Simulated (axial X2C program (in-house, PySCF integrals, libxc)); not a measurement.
# Which molecule has these constants?

Computed with an axial X2C code built on PySCF integrals, spin-free (one-electron X2C) or two-component (2c: spin–orbit coupling with atomic mean-field Coulomb and Gaunt terms, which also bring small scalar terms), in Dyall basis sets with cores contracted in-house; open shells are unrestricted.

A two-component CCSD(T) calculation in a Dyall 3-zeta basis gave Re = 3.491 Å, ωe = 196.0 cm⁻¹, De = 0.71 eV, Ω = 0.

**Question.** Which molecule is it?
A. LiRb
B. NaRb
C. RbH

**Answer.** A. The others have NaRb 3.704 Å and 104.5 cm⁻¹ (Ω = 0); RbH 2.371 Å and 941.6 cm⁻¹ (Ω = 0).

Frozen shells (counts by l): LiRb Rb 3s2p1d, Li 1s, 10 electrons correlated; NaRb Rb 3s2p1d, Na 2s1p, 10 electrons correlated; RbH Rb 3s2p1d, H none, 10 electrons correlated. Coupled cluster in natural virtuals with an MP2 remainder. Where the outer core of a metal is frozen, bonds come out longer and ionisation energies lower.

Each entry is the lowest single determinant of a limited PBE0 search at one distance. De goes to single-determinant-based atoms at the same level (for ions the charge split of lowest energy) and is withheld (n/a) where an atom does not fit its ground term or J level. Main or longest-lived isotopes.
